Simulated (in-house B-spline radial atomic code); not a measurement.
Values are calculated unless marked as measured or tabulated.
## Two electrons in Si: a spherical dot of radius 16.4 nm with hard walls with an ionised donor at its centre

For Si the NSM archive of the Ioffe Institute lists m_l = 0.98 m0, m_t = 0.19 m0 and ε = 11.7; the model takes one isotropic valley with the conductivity mass 3/(1/m_l + 2/m_t) = 0.26 m0, and so misses anisotropy and the other valleys. All triplets below are those of one valley; with several valleys two electrons can form a triplet in the 1s orbital itself, at an energy set by the valley splitting. Real donors also feel a central-cell potential, which shifts the ground state.

Effective-mass model with parabolic bands, a uniform dielectric constant, no image charges, no central-cell or spin-orbit terms. Two-electron levels come from full CI in B-splines with partial waves to l = 5 (up to 0.001 effective hartree above the limit).

(1) What are the effective units, and what is the potential in them?

In these units the lowest s and p orbitals lie at -0.499835 and -0.084887, and their Coulomb and exchange integrals are J_ss = 0.626548, J_sp = 0.322491 and K_sp = 0.033. Full CI gives -0.509807 for the ground singlet, -0.318972 for the sp triplet, -0.285326 for the sp singlet and -0.294077 for the lowest triplet of two s orbitals.

(2) What does it cost to add the second electron, to first order and exactly?

(3) How far above the singlet do the triplets lie?

Answers

(1) Ha* = 27211.386 meV × 0.26/11.7² = 51.68 meV and a* = 0.0529177 nm × 11.7/0.26 = 2.381 nm. The radius is R = 6.89 a*, with −1/r added.

(2) To first order E = 2ε_s + J_ss = -0.373121, so the charging energy E(2) − 2E(1) is J_ss = 32.38 meV. CI gives -0.509807 − 2 × (-0.499835) = 0.489862, or 25.32 meV: relaxation and correlation lower it by 7.064 meV, 21.8 % of J_ss. The s² configuration of one-electron orbitals holds 77.6 % of the state, and the mean radius is 5.11 nm.

(3) To first order the sp triplet lies at ε_s + ε_p + J_sp − K_sp = -0.295232, which is 4.026 meV above 2ε_s + J_ss. CI gives -0.318972 − (-0.509807) = 0.190836, or 9.863 meV, 46 % of the orbital spacing of 21.45 meV. The ss triplet lies 11.15 meV up, so the lower of the two is the sp one, and its gap equals k_BT at 114 K. The sp singlet-triplet splitting is 1.739 meV, against 2K_sp = 3.411 meV.
